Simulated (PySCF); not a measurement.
Fractional electron number in Rh⁺ (rhodium, charge +1)

The 4d beta orbital of [Kr] 4d8 is emptied in steps (occupation f), with all orbitals relaxed, ending at [Kr] 4d7. Computed with PySCF 2.14 in aug-cc-pVDZ-PP with ECP28MDF, with scalar relativity through the core potential. The exact energy is a straight line in f; departures are measured from the line between the end points of the same method.

```tsv
f	PBE0 (eV)	r2SCAN (eV)	LC-wPBE (eV)
1	0.000	0.000	0.000
0.8	-0.609	-0.832	-0.147
0.6	-0.919	-1.253	-0.226
0.4	-0.925	-1.256	-0.230
0.2	-0.620	-0.838	-0.156
0	0.000	0.000	0.000
```

| method | E(f=0) − E(f=1) (eV) | −ε at f=1 (eV) | −ε at f=0.4 (eV) |
| --- | --- | --- | --- |
| PBE0 | 18.322 | 14.548 | 19.066 |
| r2SCAN | 18.252 | 13.074 | 19.289 |
| LC-wPBE | 18.229 | 17.334 | 18.398 |

Orbital energy along the path (eV):

```json
{"f": "1", "PBE0": "-14.548", "r2SCAN": "-13.074", "LC-wPBE": "-17.334"}
{"f": "0.8", "PBE0": "-16.017", "r2SCAN": "-15.114", "LC-wPBE": "-17.659"}
{"f": "0.6", "PBE0": "-17.526", "r2SCAN": "-17.189", "LC-wPBE": "-18.016"}
{"f": "0.4", "PBE0": "-19.066", "r2SCAN": "-19.289", "LC-wPBE": "-18.398"}
{"f": "0.2", "PBE0": "-20.631", "r2SCAN": "-21.397", "LC-wPBE": "-18.801"}
{"f": "0", "PBE0": "-22.214", "r2SCAN": "-23.477", "LC-wPBE": "-19.222"}
```

Reference removal energy between the ground levels: 18.08 eV (semi-empirical (NIST evaluation); NIST Atomic Spectra Database, ionization energies). The calculation has no spin-orbit coupling. The determinant left behind need not be the lowest term of the ion.
